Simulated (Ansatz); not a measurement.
Reaction (substitution at a C–B bond): `B[CH2][SnH2][CH3]` + HCl → `[CH3][SnH2][CH2]Cl` + BH₃

Computed with Ansatz on PBE0-D4/def2-TZVP structures; ΔE is electronic, products minus reactants. CCSD(T)/CBS is the MP2 limit (def2-TZVPP, def2-QZVPP) plus CCSD(T) − MP2 in def2-TZVPP, frozen cores. This one scheme is used for every species. Functionals use def2-TZVPP. B3LYP here is the variant with VWN-RPA as its local correlation; programs differ in this. Elements past krypton have def2 core potentials. For Sn outer-core shells are correlated without core-valence functions, which leaves a few kJ/mol of doubt a bond. Each species was taken in one conformer, which may not be the lowest.

Problem. Is it downhill or uphill in electronic energy at CCSD(T)/CBS, and by how much? (Best estimate.)

Solution. Computed: Uphill: ΔE = +119.1 kJ/mol.

Problem. What do these levels give: r2SCAN-D4, ωB97X-V, ωB97M-V, B2PLYP, PBE, B3LYP, HF/def2-TZVPP, SCS-MP2/def2-TZVPP, CCSD/def2-TZVPP, CCSD(T)/def2-TZVPP, MP2/def2-QZVPP, CCSD/CBS(def2)? (Best estimate.)

Solution. Ansatz gave: r2SCAN-D4 124.4, ωB97X-V 110.2, ωB97M-V 117.6, B2PLYP 115.1, PBE 124.0, B3LYP 113.3, HF/def2-TZVPP 95.2, SCS-MP2/def2-TZVPP 113.3, CCSD/def2-TZVPP 117.2, CCSD(T)/def2-TZVPP 119.7, MP2/def2-QZVPP 122.3, CCSD/CBS(def2) 116.6 kJ/mol.

Largest T1 diagnostic among the species: 0.012.

In def2-TZVPP, CCSD(T) changes the Hartree–Fock value by +24.5 kJ/mol (the triples alone add +2.5 kJ/mol) and MP2 by +27.4 kJ/mol.
